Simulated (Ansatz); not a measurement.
System: CSi, charge 0, triplet. CSi (SMILES [C]=[Si], triplet).
B3LYP-D3(BJ)/def2-TZVP minimum from Ansatz (a program for electronic structure):
```
Si
C 1 1.7136
```
Charge 0, spin multiplicity 3.

Hartree-Fock and CCSD(T) correlation energies in hartree (Ansatz). Radicals and triplets start from unrestricted determinants; spin-orbit coupling is neglected. Correlated methods leave the cores frozen. No relativity. The UHF reference of CSi ([C]=[Si], triplet) is spin-contaminated (<S^2> up to 0.53 over the pure value in the sets run).

| basis | X | E(HF) | E(corr, CCSD(T)) |
|---|---|---|---|
| cc-pV(T+d)Z | 3 | -326.64561 | -0.21979 |
| cc-pV(Q+d)Z | 4 | -326.65029 | -0.23062 |
| cc-pV(5+d)Z | 5 | -326.65121 | withheld |

**Question.** Fit E(corr) = E∞ + A/X³ to X = 3 and 4, predict X = 5, and compare with the run.

**Answer.** A = (-0.21979 - (-0.23062))/(1/27 - 1/64) = 0.5058; E∞ = -0.23062 - A/64 = -0.23852; at X = 5, E∞ + A/125 = -0.23448. The run gave -0.23440, 0.08 mEh above the prediction. The same form on X = 4 and 5 gives E∞ = -0.23837, 0.16 mEh above the first estimate.
